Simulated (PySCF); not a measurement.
How methods differ on the ionisation energy of Cd³³⁺

Cd³³⁺ [Ne] 3s2 3p3 (4S) → Cd³⁴⁺ [Ne] 3s2 3p2 (3P), as a difference of total energies. Computed with PySCF 2.14 in an uncontracted even-tempered set (16 s from 5.3 bohr⁻², ratio 2.5; 10 p from 6.9 bohr⁻², ratio 2.5; 4 d from 29 bohr⁻², ratio 2.7; 4 f from 43 bohr⁻², ratio 2.7), with the non-relativistic Hamiltonian (point nucleus). Correlated levels: outer shells: 1s2 frozen; virtual orbitals above 40 to 60 times the deepest correlated orbital energy dropped. The calculations carry no spin-orbit coupling.

| method | ionisation energy (eV) |
| --- | --- |
| UHF | 2071.4 |
| LDA | 2072.0 |
| PBE | 2072.3 |
| PBE0 | 2072.4 |
| r2SCAN | 2073.1 |
| r2SCAN0 | 2073.0 |
| BLYP | 2072.5 |
| MP2 (outer shells) | 2071.7 |
| SCS-MP2 (outer shells) | 2071.4 |

Spin-orbit coupling is strong in these open shells (close to jj coupling). The scalar numbers leave it out and a first-order estimate fails, so it can dominate the gap to the real levels.

All relativistic terms are absent from these numbers, so their closeness to the reference says little about the methods.

For comparison: 2091 ± 8 eV (semi-empirical (NIST evaluation); NIST Atomic Spectra Database, ionization energies).
